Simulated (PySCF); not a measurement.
This PySCF input asks for the NMR shieldings of SMILES [Al]1(/[CH]=C/OCC)[O]CC[O]1, C$_{6}$H$_{11}$AlO$_{3}$; the geometry comes from GFN2-xTB.

```python
import basis_set_exchange as bse
import numpy as np
from pyscf import gto, dft
from pyscf.prop import nmr

atoms = """
C     4.615464    0.366106    0.316230
C     3.169811    0.253550    0.771156
O     2.364826   -0.031840   -0.360206
C     1.030515   -0.039394   -0.166852
C     0.151506   -0.324442   -1.132824
Al   -1.710485   -0.271426   -0.620901
O    -3.193991   -0.593170   -1.397259
C    -4.274051   -0.423337   -0.518535
C    -3.768170    0.079850    0.883102
O    -2.367438    0.145026    0.902538
H     4.711214    1.156317   -0.423495
H     4.937049   -0.569717   -0.132248
H     5.253159    0.593170    1.165781
H     3.062548   -0.552339    1.511035
H     2.839077    1.193562    1.233878
H     0.692229    0.207707    0.836408
H     0.521973   -0.568208   -2.120654
H    -4.791952   -1.380725   -0.401290
H    -4.971734    0.304725   -0.944938
H    -4.174222    1.076227    1.085305
H    -4.106248   -0.604699    1.668001
"""
names = dict.fromkeys(["C", "O", "Al", "H"], "pcSseg-1")
basis = {el: gto.basis.parse(bse.get_basis(n, elements=[el], fmt="nwchem")) for el, n in names.items()}
mol = gto.M(atom=atoms, basis=basis, charge=0, verbose=0)
mf = dft.RKS(mol, xc="PBE0")
mf.grids.level = 2
mf.grids.alignment = dft.numint.BLKSIZE   # the property module wants whole blocks of grid points
mf.conv_tol = 1e-9
mf.kernel()

calc = nmr.RKS(mf)   # GIAO
C = mf.mo_coeff
Co = C[:, mf.mo_occ > 0]
resp = mf.gen_response(singlet=True, hermi=2)
def vind(x):   # induced exchange potential for any number of trial vectors
    d = np.einsum("pi,xij,qj->xpq", C, 2 * x.reshape(-1, C.shape[1], Co.shape[1]), Co, optimize=True)
    return np.einsum("xpq,pi,qj->xij", resp(d - d.transpose(0, 2, 1)), C, Co, optimize=True).ravel()
mo1, _ = nmr.rhf.solve_mo1(calc, with_cphf=vind)
sigma = calc.kernel(mo1)
for i, s in enumerate(sigma):   # ppm
    w = np.linalg.eigvalsh((s + s.T) / 2)
    print("%2d %-2s iso %8.1f  s11 %8.1f  s22 %8.1f  s33 %8.1f" % (i, mol.atom_pure_symbol(i), w.mean(), *w))
```

Task: Give the expected output.

Result: 
```
 0 C  iso    169.6  s11    154.0  s22    169.5  s33    185.3
 1 C  iso    116.9  s11     78.6  s22    105.8  s33    166.2
 2 O  iso    166.9  s11     32.6  s22    227.0  s33    241.1
 3 C  iso     14.4  s11    -97.6  s22     49.8  s33     91.0
 4 C  iso     96.6  s11     13.7  s22    103.4  s33    172.7
 5 Al iso    406.6  s11    330.6  s22    361.3  s33    527.9
 6 O  iso    296.2  s11    183.6  s22    328.6  s33    376.3
 7 C  iso    119.7  s11     92.4  s22    106.1  s33    160.6
 8 C  iso    119.9  s11     92.8  s22    105.9  s33    161.1
 9 O  iso    301.6  s11    191.9  s22    334.4  s33    378.3
10 H  iso     30.2  s11     26.4  s22     28.4  s33     35.7
11 H  iso     30.1  s11     26.3  s22     28.3  s33     35.8
12 H  iso     30.7  s11     26.7  s22     27.9  s33     37.5
13 H  iso     27.7  s11     23.3  s22     28.2  s33     31.6
14 H  iso     27.8  s11     23.5  s22     28.6  s33     31.3
15 H  iso     25.0  s11     20.8  s22     23.2  s33     30.8
16 H  iso     27.0  s11     24.5  s22     27.2  s33     29.2
17 H  iso     27.4  s11     22.9  s22     25.8  s33     33.5
18 H  iso     27.4  s11     23.1  s22     25.8  s33     33.3
19 H  iso     27.4  s11     22.8  s22     26.0  s33     33.6
20 H  iso     27.5  s11     23.1  s22     26.0  s33     33.4
```

These numbers come from an equivalent density-fitted implementation of the same equations, which agrees with the script to about 0.01 ppm for H and up to a few tenths of a ppm for heavy atoms, so last digits may differ.

Size and cost of the density-fitted run: 232 basis functions, 52 s wall time on 1 thread of an Arm Neoverse V1, shared host; peak memory 1.1 GiB.
